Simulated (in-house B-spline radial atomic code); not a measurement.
Configurations of the strontium ion Sr⁶⁺, with energies counted from [Ar] 3d10 4s2 4p2. Method: scalar-relativistic (X2C) PW91, spin-polarised, spherical fractional occupations, Fermi nucleus of rms radius 4.224 fm. Calculated with an all-electron radial atomic-structure program (B-spline basis). Shells without spins written out take the highest spin.

Occupations are held fixed; configurations that lie above the ionisation limit could autoionise.

```
                                               configuration  E - E(ref) (eV)  highest orbital  its <r> (bohr)
                                       [Ar] 3d10 4s1 4p2 4f1           74.732            4f up            2.09
[Ar] 3d10 4s(1 up, 0 down) 4p(0 up, 2 down) 4f(0 up, 1 down)           78.961          4f down           2.119
                                       [Ar] 3d10 4s1 4p2 5d1           81.625            5d up           3.175
[Ar] 3d10 4s(0 up, 1 down) 4p(2 up, 0 down) 5f(1 up, 0 down)           96.128            5f up           3.933
                               [Ne] 3s2 3p5 3d10 4s2 4p2 5p1           306.46            5p up           2.639
                               [Ne] 3s2 3p5 3d10 4s2 4p2 4f1           311.02            4f up           2.031
                               [Ne] 3s2 3p5 3d10 4s2 4p2 5d1           317.98            5d up           3.121
```

Task: Order these further configurations by energy, lowest first.
A. [Ar] 3d10 4s2 4p(0 up, 1 down) 4d(1 up, 0 down)
B. [Ar] 3d10 4s2 4p1 5d1
C. [Ar] 3d10 4s1 4p2 5s1
D. [Ar] 3d10 4s1 4p2 4d1
E. [Ne] 3s2 3p(2 up, 3 down) 3d10 4s2 4p(2 up, 0 down) 5d(1 up, 0 down)

Result: A (32.604 eV), D (47.535 eV), C (62.743 eV), B (64.162 eV), E (318.52 eV).

Task: How far above the reference does [Ar] 3d10 4s2 4p1 5s1 lie?

Result: 45.435 eV; its least bound orbital is 5s up with <r> = 2.469 bohr.

Task: How far above the reference does [Ar] 3d9 4s2 4p2 5p1 lie?

Result: 178.56 eV; its least bound orbital is 5p up with <r> = 2.639 bohr.
